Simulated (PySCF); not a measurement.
## What binds AsF: the parts of the energy along the bond

State: ³Σ⁻, triplet, unpaired electrons π ↑↑. ROHF-based CCSD(T) in PySCF 2.14 with As cc-pwCVDZ-PP with ECP10, F aug-cc-pVDZ and As cc-pwCVTZ-PP with ECP10, F aug-cc-pVTZ (frozen core orbitals: 5; scalar-relativistic core potentials). Correlation energies are extrapolated as n⁻³ (n = 2, 3), Hartree–Fock as (n+1)·exp(−9√n). All energies in eV from As + F.

```
 R (Å)  HF/CBS  CCSD corr.      (T)   total
1.6095  -2.076      -1.607  -0.1631  -3.846
1.6795  -2.254      -1.641  -0.1783  -4.073
1.7495  -2.254      -1.673  -0.1935  -4.121
1.8194  -2.136      -1.704  -0.2086  -4.048
1.9069  -1.879      -1.739  -0.2275  -3.845
1.9944  -1.549      -1.770  -0.2463  -3.566
```

A fit to the total gives Re = 1.7382 Å, De = 4.123 eV, ωe = 684.7 cm⁻¹, Be = 0.3681 cm⁻¹ (masses 74.9216 and 18.9984 u).

Problem. At R = 1.7495 Å the CCSD correlation energy is -0.537048 hartree in the smaller basis and -0.804273 in the larger. Extrapolate it.

Solution. (3³·E3 − 2³·E2)/(3³ − 2³) = -0.91679 hartree; the larger basis holds 87.7 % of it.

The T1 diagnostic is 0.018. The state was picked by a PBE0 search and need not be the measured ground state. Spin–orbit coupling, excitations beyond (T) and corrections to the Born–Oppenheimer picture are left out.
